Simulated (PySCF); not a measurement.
C2H5NO2Si.
SMILES with atom numbers: `[NH2:1][C:2](=[O:3])[SiH2:4][CH:5]=[O:6]` (hydrogens: H7, H8 on N1; H9, H10 on Si4; H11 on C5)

Computed by this run: PySCF, PBE0-D3(BJ)/def2-SVP geometry optimisation, gas phase; density fitting, grid level 1; the optimiser is geomeTRIC in internal coordinates, started from a GFN2-xTB structure with every atom displaced at random (about 0.01 Å).

Step 3: E = -15596.6520 eV
```
atom  x, y, z in Å  |  force x, y, z in eV/Å
N1      1.5491    0.5788   -0.7344    0.338  -0.341   0.117
C2      1.2488   -0.1297    0.3847   -0.382   0.073   0.022
O3      2.0192   -0.5552    1.2241    0.191   0.203  -0.310
Si4    -0.6363   -0.3611    0.7096    0.012  -0.041  -0.003
C5     -1.6346    0.0116   -0.9102   -0.083  -0.048   0.072
O6     -1.1015    0.4543   -1.9035    0.012   0.045  -0.065
H7      2.5223    0.6671   -1.0145    0.034   0.023   0.107
H8      0.8355    0.6764   -1.4562   -0.098   0.070   0.069
H9     -0.9353   -1.7595    1.1290    0.004   0.000   0.007
H10    -1.0845    0.5912    1.7671   -0.034   0.000  -0.003
H11    -2.7390   -0.2005   -0.9385    0.006   0.017  -0.013
```

Step 4: E = -15596.6609 eV
```
atom  x, y, z in Å  |  force x, y, z in eV/Å
N1      1.5745    0.5774   -0.7371    0.008  -0.228  -0.071
C2      1.2392   -0.1258    0.3704   -0.099   0.225   0.000
O3      2.0404   -0.5346    1.1878   -0.017  -0.094   0.030
Si4    -0.6457   -0.3621    0.7041    0.019  -0.026  -0.032
C5     -1.6651   -0.0014   -0.9076   -0.005   0.005  -0.043
O6     -1.1519    0.4386   -1.9130    0.069   0.039   0.066
H7      2.5664    0.6112   -0.9524    0.008   0.152  -0.089
H8      0.8851    0.7512   -1.4694    0.026  -0.059   0.105
H9     -0.9333   -1.7596    1.1345    0.015   0.002   0.005
H10    -1.0966    0.5925    1.7590   -0.015  -0.002  -0.001
H11    -2.7692   -0.2141   -0.9191   -0.008  -0.013   0.030
```

Step 5: E = -15596.6692 eV
```
atom  x, y, z in Å  |  force x, y, z in eV/Å
N1      1.5593    0.5587   -0.7484    0.087  -0.180  -0.019
C2      1.2370   -0.1161    0.3785   -0.014   0.073  -0.039
O3      2.0393   -0.5167    1.1991   -0.011  -0.013   0.056
Si4    -0.6448   -0.3659    0.7096   -0.029  -0.043   0.039
C5     -1.6513    0.0079   -0.9050    0.094   0.013   0.087
O6     -1.1063    0.4751   -1.8811   -0.114   0.014  -0.082
H7      2.5456    0.6252   -0.9820    0.001   0.073  -0.021
H8      0.8543    0.6960   -1.4704   -0.041   0.058   0.012
H9     -0.9229   -1.7671    1.1330    0.011  -0.003   0.009
H10    -1.1113    0.5816    1.7641   -0.005  -0.004   0.005
H11    -2.7551   -0.2053   -0.9403    0.020   0.013  -0.046
```

**Question.** Estimate the geometry and energy of step 6. (The exact step hangs on the optimiser's Hessian estimate; all steps are aligned on step 5, rigid shifts and turns removed.)

**Answer.** E = -15596.6690 eV, largest force 0.225 eV/Å
```
atom  x, y, z in Å  |  force x, y, z in eV/Å
N1      1.5645    0.5339   -0.7529    0.076  -0.132   0.004
C2      1.2446   -0.1106    0.3905   -0.061  -0.101   0.072
O3      2.0325   -0.5052    1.2286    0.046   0.106  -0.042
Si4    -0.6386   -0.3673    0.7075    0.063   0.024  -0.033
C5     -1.6392    0.0205   -0.9092   -0.209   0.023  -0.079
O6     -1.1413    0.5125   -1.8985    0.182  -0.036   0.099
H7      2.5441    0.6378   -1.0001   -0.001   0.008   0.022
H8      0.8455    0.6569   -1.4620   -0.051   0.145  -0.078
H9     -0.9082   -1.7715    1.1265   -0.018   0.002  -0.021
H10    -1.1201    0.5728    1.7621   -0.006  -0.003  -0.006
H11    -2.7400   -0.2063   -0.9354   -0.021  -0.035   0.063
```

The energy changes by +0.0002 eV. The first-order estimate −F·Δx gives -0.0129 eV and the mean of the old and new forces, exact on a quadratic surface, +0.0005 eV. The step makes an angle of 64° with the force vector and moves no atom by more than 0.054 Å.

The cost below is that of the whole optimisation. On an Arm Neoverse V2 with one thread, shared host with 96 logical CPUs at a one-minute load of 81, this took 55 s wall and 0.48 GiB of memory at its peak.
